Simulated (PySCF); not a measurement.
PySCF job for In(F)(Br)(NH2) (BrFH₂InN), SMILES [In]([NH2])([F])[Br], PBE-D3(BJ)/def2-SVP. Geometry: PBE-D3(BJ)/def2-SVP. The structure was generated by enumeration; whether it is a known compound was not checked. The def2 effective core potentials stand for the cores of In; spin–orbit coupling is left out. One conformer was computed; it need not be the lowest.

```python
import numpy as np
from pyscf import gto, scf, dft, df
from pyscf.hessian import thermo

mol = gto.M(
    atom='''
    In    0.03834526   -0.61392050    0.26547055
    F    -1.46704171   -1.80595736   -0.19989430
    Br   -0.05138494    1.64995617   -0.76289854
    N     1.33946141   -1.20439770    1.73845028
    H     2.25981011   -0.75855110    1.61781227
    H     1.48689091   -2.22340996    1.70547643
    ''',
    basis='def2-SVP',
    ecp={'In': 'def2-svp'},
    charge=0,
    spin=0,
    max_memory=1600,
    verbose=3,
)
mf = dft.RKS(mol, xc='pbe').density_fit(auxbasis='def2-universal-jkfit')
mf.disp = 'd3bj'
mf.grids.level = 3
mf.conv_tol = 1e-11
mf.max_cycle = 100
mf.kernel()

# [left out here: the lines that compute and print the analytic Hessian (its translational invariance restored by hand, since the grid's response is missing), thermochemistry and intensities]
```

It prints:

```
converged SCF energy = -2919.19115234845

WARN: DFTD3 does not support analytical Hessian, using finite difference


WARN: Mole.unit (angstrom) is changed to Bohr

Mode                                 0                   1                   2
Irrep
Freq [cm^-1]                       83.1004            114.6468            115.7963
Reduced mass [au]                   6.2025              8.0240             10.4221
Force const [Dyne/A]                0.0252              0.0621              0.0823
Char temp [K]                     119.5629            164.9512            166.6050
Normal mode                   x     y     z       x     y     z       x     y     z
       0  In                 0.03  0.02  0.02    0.03 -0.01 -0.04   -0.02  0.02 -0.00
       1   F                 0.00  0.07 -0.03   -0.03  0.00  0.12    0.08 -0.14  0.08
       2  Br                -0.04 -0.01 -0.02   -0.01  0.01  0.02    0.02  0.02 -0.01
       3   N                -0.05 -0.16  0.02   -0.10  0.02  0.09   -0.03 -0.10 -0.04
       4   H                -0.01 -0.24  0.08   -0.06 -0.05  0.14   -0.01 -0.15 -0.01
       5   H                -0.15 -0.18 -0.05   -0.17  0.01  0.18   -0.10 -0.10 -0.09
Mode                                 3                   4                   5
Irrep
Freq [cm^-1]                      223.9368            247.5689            494.8258
Reduced mass [au]                   1.1823             10.6695              3.3500
Force const [Dyne/A]                0.0349              0.3853              0.4833
Char temp [K]                     322.1952            356.1966            711.9441
Normal mode                   x     y     z       x     y     z       x     y     z
       0  In                -0.00  0.01 -0.00   -0.00  0.05 -0.02    0.01 -0.01  0.02
       1   F                 0.01 -0.00 -0.02    0.02  0.02  0.01    0.03  0.02  0.01
       2  Br                -0.00 -0.02  0.01    0.00 -0.08  0.03   -0.00  0.00 -0.00
       3   N                 0.02  0.06 -0.02   -0.03  0.00 -0.03   -0.09  0.04 -0.19
       4   H                 0.22 -0.46 -0.39   -0.09  0.15  0.12   -0.09  0.12  0.32
       5   H                -0.50 -0.03  0.41    0.11  0.03 -0.15   -0.13  0.03  0.33
Mode                                 6                   7                   8
Irrep
Freq [cm^-1]                      586.4038            624.7926            820.4812
Reduced mass [au]                  10.9518              1.5419              1.0898
Force const [Dyne/A]                2.2189              0.3546              0.4323
Char temp [K]                     843.7045            898.9375           1180.4898
Normal mode                   x     y     z       x     y     z       x     y     z
       0  In                -0.02 -0.02 -0.01   -0.02  0.01 -0.01   -0.00 -0.01  0.00
       1   F                 0.16  0.12  0.05    0.02  0.02  0.00   -0.00  0.00 -0.00
       2  Br                -0.00  0.00 -0.00   -0.00 -0.00 -0.00    0.00 -0.00  0.00
       3   N                -0.01  0.01  0.02    0.12 -0.06  0.04    0.04  0.06 -0.00
       4   H                -0.01 -0.03 -0.16    0.14  0.01  0.54    0.27 -0.27  0.56
       5   H                -0.01  0.00 -0.14    0.10 -0.07  0.55   -0.40  0.01 -0.54
Mode                                 9                  10                  11
Irrep
Freq [cm^-1]                     1472.5205           3406.1320           3513.0301
Reduced mass [au]                   1.0927              1.0495              1.0936
Force const [Dyne/A]                1.3959              7.1741              7.9520
Char temp [K]                    2118.6292           4900.6656           5054.4681
Normal mode                   x     y     z       x     y     z       x     y     z
       0  In                 0.00 -0.00 -0.00    0.00 -0.00  0.00    0.00  0.00 -0.00
       1   F                 0.00  0.00  0.00    0.00  0.00 -0.00   -0.00 -0.00 -0.00
       2  Br                -0.00 -0.00  0.00    0.00 -0.00  0.00    0.00 -0.00  0.00
       3   N                 0.07 -0.03  0.01   -0.05  0.03  0.00    0.04  0.07 -0.00
       4   H                -0.29  0.60 -0.07    0.59  0.32 -0.06   -0.62 -0.30  0.08
       5   H                -0.67 -0.11 -0.03    0.07 -0.70 -0.00    0.10 -0.65 -0.02
temperature 298.1500 [K]
pressure 101325.00 [Pa]
Rotational constants [GHz] 4.67814 1.20958 0.96360
Symmetry number 1
Zero-point energy (ZPE) 0.02666 [Eh]   70000.891 [J/mol]
                           tot       elec      trans        rot        vib
Entropy [J/mol/K]       360.967      0.000    176.554    119.111     65.301
Cv [J/mol/K]             81.042      0.000     12.472     12.472     56.098
Cp [J/mol/K]             89.356      0.000     20.786     12.472     56.098
Internal energy [J/mol]                      3718.434   3718.434  80014.318
Internal energy [Eh]   -2919.15784  -2919.19115
Enthalpy [J/mol]                             6197.391   3718.434  80014.318
Enthalpy [Eh]          -2919.15690
Gibbs free energy [J/mol]                  -46442.166 -31794.554  60544.701
Gibbs free energy [Eh] -2919.19789
mode   freq/cm-1   IR/(km/mol)
   1       83.10         2.306
   2      114.65         6.658
   3      115.80        19.472
   4      223.94        19.295
   5      247.57        32.543
   6      494.83        93.460
   7      586.40        62.892
   8      624.79        36.996
   9      820.48        27.318
  10     1472.52         8.930
  11     3406.13        22.946
  12     3513.03        16.209
max |gradient| / (hartree/bohr): 0.00015994442894324033
APT charges: [ 1.356  -0.5852 -0.4599 -0.5786  0.1336  0.1341]
```

The calculation finished and met its thresholds.

Cost: roughly 60 core-seconds.
